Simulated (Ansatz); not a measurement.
The same hydrogen abstraction along the group B, Ga, In.

Computed with Ansatz on PBE0-D4/def2-TZVP structures; ΔE is electronic, products minus reactants. CCSD(T)/CBS is the MP2 limit (def2-TZVPP, def2-QZVPP) plus CCSD(T) − MP2 in def2-TZVPP, frozen cores. This one scheme is used for every species, atoms too. DFT in def2-TZVPP. No spin–orbit coupling; open shells (•) take unrestricted orbitals. Spin–orbit coupling would lower the free atoms: a little for F. Elements past krypton have def2 core potentials. Bonds to Ga, In are less sure, by a few kJ/mol each and by 10 to 20 or more in all where they break to atoms, as the def2 sets lack core-valence functions. Scalar relativity is left out up to krypton. One conformer a species, not always the lowest.

| reaction | RPA@PBE/def2-TZVPP (eV) |
| --- | --- |
| `OB(Cl)Cl` + F• → `[O]B(Cl)Cl`• + H–F | -0.54 |
| `[OH][Ga]([Cl])[Cl]` + F• → `[O][Ga]([Cl])[Cl]`• + H–F | -0.38 |
| `[OH][In]([Cl])[Cl]` + F• → `[O][In]([Cl])[Cl]`• + H–F | -0.47 |

(1) Give the CCSD(T)/CBS values in the same order. (Estimate.)

Largest T1 diagnostic: 0.019, for `[O]B(Cl)Cl`•.

## Answers

(1) The calculation gave: -0.82, -0.62, -0.68 eV.
